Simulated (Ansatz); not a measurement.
Cost and result up the ladder for the cluster Ag₄H₄ (8 atoms). Total charge 0; singlet. Geometry: r2SCAN-D4/def2-SVP.

Cartesian coordinates in Å:
```
Ag -1.522 -0.877 0.073
Ag 0.791 -0.551 1.457
Ag -0.504 1.612 0.456
Ag 0.788 -0.135 -1.343
H -0.303 -1.940 0.937
H 1.716 -0.235 -2.672
H 0.992 1.278 1.469
H -1.958 0.848 -0.376
```

Ansatz on 4 threads of Arm Neoverse V1 on a shared host. Times are rough, and most runs start from the orbitals of an earlier one. PBE0-D4/def2-TZVP serves as the yardstick here, not as an exact answer. Differences are given only for rows in sets of like size (and for xTB, whose basis is part of the method), since another set adds its own error. Binding counts from free atoms at the same level (Ag doublet, H doublet; other spins of the atoms weren't run), without zero-point energy or a counterpoise term.

In the def2 sets Ag takes a core potential; there is no spin–orbit coupling. Correlated methods freeze no core orbitals; core or outer-core shells of Ag are correlated, in sets that lack core-valence functions. The rows differ in basis, and correlated rows in double-zeta sets carry the largest basis error. No other spin state of charge 0 was run. Another isomer (singlet) lies 1.94 eV lower at PBE0-D4/def2-TZVP; other spin states weren't run for this one.

Correlated methods converge slowly with the basis, most of all in double-zeta sets.

```json
{"level": "CCSD(T)/def2-SVP", "functions": "144", "binding energy per atom (eV)": "1.70", "difference from PBE0-D4/def2-TZVP (eV)": "–"}
{"level": "PBE0-D4/def2-TZVP", "functions": "184", "binding energy per atom (eV)": "1.66", "difference from PBE0-D4/def2-TZVP (eV)": "0.00"}
{"level": "r2SCAN-D4/def2-TZVP", "functions": "184", "binding energy per atom (eV)": "1.80", "difference from PBE0-D4/def2-TZVP (eV)": "0.14"}
{"level": "B97M-V/def2-TZVP", "functions": "184", "binding energy per atom (eV)": "1.74", "difference from PBE0-D4/def2-TZVP (eV)": "0.08"}
{"level": "PBE-D4/def2-TZVP (with forces)", "functions": "184", "binding energy per atom (eV)": "1.73", "difference from PBE0-D4/def2-TZVP (eV)": "0.08"}
```

**Question.** Estimate how long each takes.

**Answer.** PBE-D4/def2-TZVP (with forces) 3.7 s; PBE0-D4/def2-TZVP 4.1 s; r2SCAN-D4/def2-TZVP 7 s; B97M-V/def2-TZVP 15 s; CCSD(T)/def2-SVP 3.2 min. On shared hardware such times vary by a factor of up to 3.
